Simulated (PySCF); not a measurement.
FH5N2Sn, SMILES [NH2][SnH]([NH2])[F]. Geometry optimised at B3LYP-D3(BJ)/def2-SVP. The structure was generated by enumeration; whether it is a known compound was not checked. The def2 effective core potentials stand for the cores of Sn; spin–orbit coupling is left out. The values are those of a single conformer.

All values below come from B3LYP-D3(BJ)/def2-SVP (PySCF 2.14.0).

Harmonic wavenumbers (cm⁻¹): 98, 129, 155, 182, 191, 502, 531, 540, 595, 604, 643, 649, 835, 871, 1533, 1543, 1949, 3503, 3506, 3599, 3599. Rotational constants (GHz): 4.355, 4.170, 2.711; symmetry number 1.

**Question.** Work out the zero-point energy and the ideal-gas rigid-rotor harmonic-oscillator thermochemistry at 298.15 K and 1 atm.

**Answer.** ZPE = ½ Σ hcν = ½ × 25758 cm⁻¹ = 154.07 kJ/mol. H − E(el) = 175.98 kJ/mol. Entropy in J/(mol K): translation 172.85, rotation 109.96, vibration 72.79, total 355.61. G − E(el) = 69.96 kJ/mol. Cp = 109.80 J/(mol K). Modes under 150 cm⁻¹ make the vibrational entropy uncertain.
